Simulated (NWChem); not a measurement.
Program: NWChem. System: F$_{2}$Pb, charge 0, spin multiplicity 1, at a geometry optimised with PBE/def2-SVP with def2 effective core potentials on Pb. The structure started from a generated list of species. Level: TD-B3LYP/def2-SVPD with def2 effective core potentials on Pb, VWN1-RPA local correlation.

Input file:

```
start mol
memory heap 200 mb stack 900 mb global 1100 mb
geometry units angstroms nocenter noautoz
  Pb     0.000000     0.000000     0.247914
  F      1.553831     0.000000    -1.129387
  F     -1.553831     0.000000    -1.129387
  symmetry group C2v
end
basis spherical
  * library def2-svpd
end
ecp
  Pb library def2-ecp
end
dft
  xc b3lyp
  semidirect memsize 60000000 filesize 0
  iterations 100
end
tddft
  rpa
  nroots 6
  notriplet
  thresh 1e-4
end
task tddft energy
```

NWChem printed:

```
             Northwest Computational Chemistry Package (NWChem) 7.3.0
             --------------------------------------------------------

                                NWChem Input Module
                                -------------------

 Scaling coordinates for geometry "geometry" by  1.889725989
 (inverse scale =  0.529177249)

 Turning off AUTOSYM since
 SYMMETRY directive was detected!

                             Geometry "geometry" -> ""
                             -------------------------

 Output coordinates in angstroms (scale by  1.889725989 to convert to a.u.)

  No.       Tag          Charge          X              Y              Z
 ---- ---------------- ---------- -------------- -------------- --------------
    1 Pb                  82.0000     0.00000000     0.00000000     0.24791400
    2 F                    9.0000     1.55383100     0.00000000    -1.12938700
    3 F                    9.0000    -1.55383100     0.00000000    -1.12938700

 Effective nuclear repulsion energy (a.u.)     389.9600130316

            Nuclear Dipole moment (a.u.)
            ----------------------------
        X                 Y               Z
 ---------------- ---------------- ----------------
     0.0000000000     0.0000000000    -0.0000340151

      Symmetry information
      --------------------

 Group name             C2v
 Group number             16
 Group order               4
 No. of unique centers     2

      Symmetry unique atoms

     1    2


 Summary of "ao basis" -> "" (spherical)
 ------------------------------------------------------------------------------
       Tag                 Description            Shells   Functions and Types
 ---------------- ------------------------------  ------  ---------------------
 *                         def2-svpd                  on all atoms

                                 NWChem DFT Module
                                 -----------------

 Summary of "ao basis" -> "ao basis" (spherical)
 ------------------------------------------------------------------------------
       Tag                 Description            Shells   Functions and Types
[...]
     Occ.   15  b1  ---  Virt.   23  a1  -0.08122 X
     Occ.   18  a2  ---  Virt.   21  b2   0.96177 X
     Occ.   19  b1  ---  Virt.   23  a1   0.12156 X
     Occ.   20  a1  ---  Virt.   22  b1  -0.22109 X
  ----------------------------------------------------------------------------
  Root   4 singlet b2             0.209207375 a.u.                5.6928 eV
  ----------------------------------------------------------------------------
     Transition Moments    X  0.00000   Y -0.33149   Z  0.00000
     Transition Moments   XX -0.00000  XY -0.00000  XZ -0.00000
     Transition Moments   YY -0.00000  YZ -1.00991  ZZ  0.00000
     Dipole Oscillator Strength                    0.0153259952
     Electric Quadrupole                           0.0000000497
     Magnetic Dipole                               0.0000002838
     Total Oscillator Strength                     0.0153263287

          sigma_e =   1.8575 Angstrom
          sigma_h =   1.7861 Angstrom
         |d_h->e| =   1.1941 Angstrom
            d_exc =   2.8200 Angstrom
            d_CD1 =   1.2655 Angstrom
            d_CD2 =  -0.6277 Angstrom
            d_CD3 =   4.0141 Angstrom
     Pearson C.C. =   0.0172

     Occ.   14  a1  ---  Virt.   21  b2  -0.05333 X
     Occ.   16  a1  ---  Virt.   21  b2  -0.98980 X
     Occ.   20  a1  ---  Virt.   21  b2   0.12427 X
  ----------------------------------------------------------------------------
  Root   5 singlet a1             0.219224342 a.u.                5.9654 eV
  ----------------------------------------------------------------------------
     Transition Moments    X  0.00000   Y -0.00000   Z  0.09137
     Transition Moments   XX -1.18788  XY -0.00000  XZ  0.00000
     Transition Moments   YY  1.37614  YZ -0.00000  ZZ -1.21979
     Dipole Oscillator Strength                    0.0012199942
     Electric Quadrupole                           0.0000001245
     Magnetic Dipole                               0.0000000000
     Total Oscillator Strength                     0.0012201187

          sigma_e =   1.8798 Angstrom
          sigma_h =   1.7386 Angstrom
         |d_h->e| =   1.3607 Angstrom
            d_exc =   2.8951 Angstrom
            d_CD1 =   1.5018 Angstrom
            d_CD2 =  -0.4486 Angstrom
            d_CD3 =   4.2558 Angstrom
     Pearson C.C. =   0.0040

     Occ.   15  b1  ---  Virt.   22  b1  -0.12235 X
     Occ.   16  a1  ---  Virt.   23  a1   0.09098 X
     Occ.   17  b2  ---  Virt.   21  b2   0.95919 X
     Occ.   20  a1  ---  Virt.   23  a1  -0.22512 X
  ----------------------------------------------------------------------------
  Root   6 singlet a2             0.224447323 a.u.                6.1075 eV
  ----------------------------------------------------------------------------
     Transition Moments    X -0.00000   Y -0.00000   Z  0.00000
     Transition Moments   XX -0.00000  XY  0.73553  XZ  0.00000
     Transition Moments   YY  0.00000  YZ -0.00000  ZZ -0.00000
     Dipole Oscillator Strength                    0.0000000000
     Electric Quadrupole                           0.0000000326
     Magnetic Dipole                               0.0000013909
     Total Oscillator Strength                     0.0000014235

          sigma_e =   1.8508 Angstrom
          sigma_h =   1.7489 Angstrom
         |d_h->e| =   1.2907 Angstrom
            d_exc =   2.8361 Angstrom
            d_CD1 =   1.3926 Angstrom
            d_CD2 =  -0.5092 Angstrom
            d_CD3 =   4.1268 Angstrom
     Pearson C.C. =   0.0164

     Occ.   15  b1  ---  Virt.   21  b2   0.99791 X

              Target root =      1
          Target symmetry = none
      Ground state energy =   -392.561721492667
        Excitation energy =      0.174906115679
     Excited state energy =   -392.386815376988

  stored tddft:energy   -392.38681537698761

 Task  times  cpu:       70.5s     wall:       70.5s

 Total times  cpu:       70.6s     wall:       70.6s
```
